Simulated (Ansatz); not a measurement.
Frontier orbitals of `NB1N[SiH]1F`.

Total charge 0; spin multiplicity 1. Geometry: relaxed with PBE0-D4/def2-TZVP. It is one conformer, not always the lowest. Basis def2-TZVPP, Ansatz.

```csv
functional,HOMO (eV),LUMO (eV),gap (eV)
PBE,-5.83,-0.44,5.39
revPBE,-5.78,-0.37,5.41
r2SCAN,-6.06,-0.08,5.98
PBE0,-7.02,0.40,7.42
B3LYP,-6.83,0.13,6.96
HSE06 (plane-wave form),-6.62,0.03,6.65
ωB97M-V,-9.13,1.90,11.03
```

Against PBE, PBE0 changes HOMO and LUMO by −1.18 and +0.84 eV, ωB97M-V by −3.30 and +2.34 eV. A gap of 5.39 eV thus becomes 11.04 eV for the same molecule, so an orbital gap means little without its functional. A positive LUMO is unbound and depends on the basis.

B3LYP here is the variant with VWN-RPA as its local correlation; programs differ in this.
